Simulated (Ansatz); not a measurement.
An input meant for VO₄H₂, that is [VO2(OH)2]- with one electron fewer (charge 0, doublet).

```yaml
crystal:
  periodic: [false, false, false]
  atoms:
    - {symbol: V, position_ang: [0.312465, 0.071185, 0.212450]}
    - {symbol: O, position_ang: [0.325618, 0.044533, 1.846080]}
    - {symbol: O, position_ang: [1.775734, 0.434153, -0.417406]}
    - {symbol: O, position_ang: [-0.915402, 1.351349, -0.366280]}
    - {symbol: H, position_ang: [-0.576540, 1.774467, -1.174418]}
    - {symbol: O, position_ang: [-0.216106, -1.609065, -0.403001]}
    - {symbol: H, position_ang: [-0.705771, -2.066611, 0.302566]}
basis:
  gaussian: {orbitals: 6-31G}
magnetization: {spin_polarized: true, initial_magnetization: 1}
hamiltonian: {xc: {name: HF}}
correlation: {active_space: {window: {electrons: 6, orbitals: 2}}}
output: {forces: true}
```

```sh
$ ansatz run in.yaml --threads 4 --pin off --events-out ev --progress --plain --max-ram 3916MiB
```

Predict how Ansatz answers.

The program refused the input.
```
Error: invalid value for `correlation.active_space`: it starts from restricted Hartree–Fock orbitals; set hamiltonian.xc: hf without magnetization.spin_polarized
```
